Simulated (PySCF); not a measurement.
# Carbon: a sound run and one with changed settings

Sound run: C²⁺ [He] 2s2, C³⁺ [He] 2s1. Computed with PySCF 2.14 in cc-pVDZ-DK, with scalar relativity by spin-free X2C-1e. In the sound run the correlated levels freeze 1s2. The sound run starts from symmetry-adapted Hartree-Fock orbitals and uses a fine grid where one is needed.

A second run was set up differently.

| species | method | sound run (hartree) | changed run (hartree) | converged |
| --- | --- | --- | --- | --- |
| C²⁺ | UHF | -36.41588 | -36.41588 | yes |
| C²⁺ | B3LYP | -36.52205 | -36.52205 | yes |
| C²⁺ | M06-2X | -36.53486 | -36.53486 | yes |
| C²⁺ | MP2 | -36.45530 | -36.45146 | yes |
| C²⁺ | CCSD(T) | -36.48781 | -36.48781 | yes |
| C³⁺ | UHF | -34.73188 | -34.73188 | yes |
| C³⁺ | B3LYP | -34.78507 | -34.78507 | yes |
| C³⁺ | M06-2X | -34.79472 | -34.79472 | yes |

Ionisation energy of C²⁺:

```json
{"method": "UHF", "sound run (eV)": "45.824", "changed run (eV)": "45.824"}
{"method": "B3LYP", "sound run (eV)": "47.266", "changed run (eV)": "47.266"}
{"method": "M06-2X", "sound run (eV)": "47.352", "changed run (eV)": "47.352"}
{"method": "MP2", "sound run (eV)": "46.897", "changed run (eV)": "46.792"}
{"method": "SCS-MP2", "sound run (eV)": "47.111", "changed run (eV)": "46.986"}
{"method": "CCSD", "sound run (eV)": "47.781", "changed run (eV)": "47.781"}
{"method": "CCSD(T)", "sound run (eV)": "47.781", "changed run (eV)": "47.781"}
{"method": "CCSDT", "sound run (eV)": "47.781", "changed run (eV)": "47.781"}
{"method": "FCI", "sound run (eV)": "47.781", "changed run (eV)": "47.781"}
```

Problem. What was changed?
A. minimal basis
B. angular grid far too coarse
C. level shift left on
D. all electrons correlated in a valence basis

Solution. C. It used initial guess atom, at most 50 SCF cycles, level shift 0.1 hartree. A level shift leaves the converged SCF energy unchanged but raises the virtual orbital energies, which shrinks MP2 if it is not removed.
